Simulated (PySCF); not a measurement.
**Atomic charges against the basis set**

C6H12O2.
Atom-mapped SMILES: `[CH3:1][CH2:2][CH2:3][CH2:4][C:5](=[O:6])[O:7][CH3:8]` (hydrogens: H9, H10, H11 on C1; H12, H13 on C2; H14, H15 on C3; H16, H17 on C4; H18, H19, H20 on C8)

PBE0 throughout (PySCF), one geometry, spherical d and f functions. Isolated species at its PBE0-D3(BJ)/def2-SVP geometry (one conformer only). The first 7 of 13 kinds of atom are listed.

Mulliken charges (e):

```csv
basis,functions,C1,C2,C3,C4,C5,O6,O7
pcSseg-0,96,-0.627,-0.523,-0.472,-0.512,+0.679,-0.500,-0.640
cc-pVDZ,172,-0.077,-0.109,-0.054,-0.070,+0.220,-0.264,-0.274
def2-SVP,172,-0.069,-0.114,-0.060,-0.043,+0.189,-0.260,-0.330
aug-cc-pVDZ,292,+0.435,+0.648,+0.599,+0.367,+0.653,-0.569,-0.547
def2-TZVP,320,-0.364,-0.224,-0.166,-0.169,+0.263,-0.341,-0.224
```

IAO charges (e):

```tsv
basis	functions	C1	C2	C3	C4	C5	O6	O7
pcSseg-0	96	-0.419	-0.263	-0.262	-0.319	+0.466	-0.438	-0.318
cc-pVDZ	172	-0.406	-0.242	-0.245	-0.308	+0.517	-0.460	-0.336
def2-SVP	172	-0.396	-0.237	-0.240	-0.302	+0.514	-0.461	-0.334
aug-cc-pVDZ	292	-0.418	-0.249	-0.251	-0.312	+0.529	-0.478	-0.345
def2-TZVP	320	-0.420	-0.251	-0.253	-0.314	+0.534	-0.479	-0.347
```

Hirshfeld charges (e):

| basis | functions | C1 | C2 | C3 | C4 | C5 | O6 | O7 |
| --- | --- | --- | --- | --- | --- | --- | --- | --- |
| pcSseg-0 | 96 | -0.100 | -0.052 | -0.053 | -0.060 | +0.212 | -0.249 | -0.104 |
| cc-pVDZ | 172 | -0.108 | -0.062 | -0.062 | -0.070 | +0.208 | -0.244 | -0.092 |
| def2-SVP | 172 | -0.111 | -0.064 | -0.064 | -0.073 | +0.217 | -0.251 | -0.097 |
| aug-cc-pVDZ | 292 | -0.121 | -0.077 | -0.076 | -0.082 | +0.211 | -0.245 | -0.108 |
| def2-TZVP | 320 | -0.117 | -0.072 | -0.072 | -0.078 | +0.210 | -0.250 | -0.106 |

**Question.** Which scheme is steadiest as the basis changes?

**Answer.** Largest range over the bases for any column: Hirshfeld 0.02 e, IAO 0.07 e, Mulliken 1.17 e. Hirshfeld charges move least and Mulliken charges most, counted in e.

**Question.** How much do the charges still move between the two largest bases, aug-cc-pVDZ and def2-TZVP?

**Answer.** At most, over all atoms: Mulliken 1.035 e, IAO 0.005 e, Hirshfeld 0.004 e.

**Question.** What do the same runs give for the total energy, the frontier levels and the dipole moment?

**Answer.** 
```tsv
basis	energy (Eh)	HOMO (eV)	LUMO (eV)	μ (D)
pcSseg-0	-384.9812	-8.02	0.34	1.56
cc-pVDZ	-385.9040	-7.67	0.67	1.58
def2-SVP	-385.6022	-7.82	0.54	1.59
aug-cc-pVDZ	-385.9294	-7.94	-0.07	1.67
def2-TZVP	-386.0279	-7.93	0.37	1.68
```

The dipole is fixed by the density alone, so its range of 0.12 D shows that the density itself changes with the basis, not only its division among atoms.
